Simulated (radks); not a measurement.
Results of a calculation; reference values are marked as such.
Ionisation of the lithium ion Li+, [He], to Li2+, 1s1, under several functionals. Scalar-relativistic Kohn-Sham, spin-polarised, spherical densities, finite nucleus; open shells are filled with parallel spins first; a radial shooting solver on a logarithmic mesh with Libxc functionals.

| functional | E(Li+) (hartree) | Exc (hartree) | IE (eV) | -e(HOMO) (eV) | <r> HOMO (bohr) | IE error (eV) |
|---|---|---|---|---|---|---|
| SOGGA | -7.18184 | -1.57792 | 74.445 | 59.659 | 0.5815 | -1.195 |
| B86b exchange with PBE correlation | -7.27337 | -1.67902 | 75.557 | 60.568 | 0.5782 | -0.083 |
| Wu-Cohen GGA | -7.22396 | -1.62467 | 74.952 | 60.143 | 0.5797 | -0.688 |
| TASK exchange with Perdew-Wang LDA correlation | -7.37665 | -1.79336 | 77.328 | 63.223 | 0.5728 | +1.687 |
| exchange-only LDA | -7.00942 | -1.39059 | 71.859 | 57.729 | 0.5876 | -3.781 |
| LDA (Slater exchange, Perdew-Wang correlation) | -7.14295 | -1.53009 | 74.568 | 59.597 | 0.5847 | -1.072 |

NIST Atomic Spectra Database: 75.640 eV (theoretical). Closest: B86b exchange with PBE correlation. The Delta-SCF values span 5.47 eV, the total energies 0.37 hartree. The highest occupied level is 1s.
